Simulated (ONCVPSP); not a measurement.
# Configuration tests for palladium (ONCV)

ONCVPSP 4.0.1 input, shortened (lines: element, Z, core and valence counts, functional; n l f; lmax; l rc ep ncon nbas qcut; lloc lpopt rc5 dvloc0; l nproj debl; icmod fcfact rcfact), LDA (Perdew-Zunger), fully relativistic:

```
  Pd 46.00    6    3        3      upf
    1    0    2.00
    2    0    2.00
    2    1    6.00
    3    0    2.00
    3    1    6.00
    3    2   10.00
    4    0    2.00
    4    1    6.00
    4    2    7.00
    2
    0    1.60    0.00    4    7    9.20
    1    1.00    0.00    4    9    7.60
    2    1.45    0.00    4    8   10.90
    4    5    0.75    1.00
    0    2    2.00
    1    3    3.30
    2    2    1.00
    3    4.00    1.60
```

Open shells are filled in proportion to 2j + 1.

In the s channel the program set the typed energies aside and used -4.632, 0.050 Ha. In the p channel the program set the typed energies aside and used -3.309, 0.250, 3.550 Ha (j = l + 1/2; the other j can differ). In the d channel the program set the typed energies aside and used -1.529, 0.250 Ha (j = l + 1/2; the other j can differ).

Energies are relative to the spin-unpolarised reference configuration 4s2 4p6 4d7; without spin polarisation the order of configurations can differ from experiment. Not all tests gave a result: 1 of 4 tests not solved or not reliable.

```
valence configuration  charge  ΔE all-electron (eV)  error AE − PS (meV)
          4s2 4p6 4d9      +1               -55.674                 +0.1
          4s2 4p6 4d8      +2               -34.593                 +0.4
         4s1 4p6 4d10      +1                26.607                 -159
```

Levels in the configuration 4s1 4p6 4d10:

```json
{"level": "4s j=1/2", "all-electron (eV)": "-98.522", "pseudo (eV)": "-98.853"}
{"level": "4p j=3/2", "all-electron (eV)": "-62.728", "pseudo (eV)": "-62.812"}
{"level": "4p j=1/2", "all-electron (eV)": "-67.329", "pseudo (eV)": "-67.440"}
{"level": "4d j=5/2", "all-electron (eV)": "-15.612", "pseudo (eV)": "-15.608"}
{"level": "4d j=3/2", "all-electron (eV)": "-16.123", "pseudo (eV)": "-16.121"}
```

Note: ghosts flagged at negative energy: p3/2 at -14405.7 eV, s at -46.0 eV; GHOST(+) flagged for p3/2 at 469.6 eV, p1/2 at 498.1 eV. A true bound ghost makes a file unfit for plane-wave use.
